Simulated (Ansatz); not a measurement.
`N#[C][SnH3]` and `BC#N` differ in one atom or group.

Ansatz, PBE0-D4/def2-TZVP geometries, multiplicity 1. 

Elements past krypton have def2 core potentials.

```tsv
property	`N#[C][SnH3]`
HOMO–LUMO gap (PBE/def2-TZVPP) / eV	7.02
HOMO–LUMO gap (PBE0/def2-TZVPP) / eV	9.18
size of the dipole moment (B3LYP/def2-TZVPP) / D	4.30
HOMO energy (PBE0/def2-TZVPP) / eV	-9.53
LUMO energy (ωB97M-V/def2-TZVPP) / eV	1.03
HOMO energy (ωB97M-V/def2-TZVPP) / eV	-11.78
```

**Question.** Give the same properties after the change, and the shifts. (Best estimate.)

**Answer.** Computed: 
| property | `BC#N` | shift |
| --- | --- | --- |
| HOMO–LUMO gap (PBE/def2-TZVPP) / eV | 4.03 | -2.99 |
| HOMO–LUMO gap (PBE0/def2-TZVPP) / eV | 6.40 | -2.78 |
| size of the dipole moment (B3LYP/def2-TZVPP) / D | 2.72 | -1.58 |
| HOMO energy (PBE0/def2-TZVPP) / eV | -9.75 | -0.22 |
| LUMO energy (ωB97M-V/def2-TZVPP) / eV | -1.27 | -2.30 |
| HOMO energy (ωB97M-V/def2-TZVPP) / eV | -12.04 | -0.26 |

With PBE0 the HOMO falls by 0.22 eV and the LUMO falls by 3.00 eV, so the gap narrows by about 2.78 eV. PBE moves the HOMO by -0.17 eV and ωB97M-V by -0.26 eV. The zero-point energy changes by -0.2 kJ/mol with -3 modes. Dipoles are sizes alone; their direction can turn.

B3LYP here is the variant with VWN-RPA as its local correlation; programs differ in this.
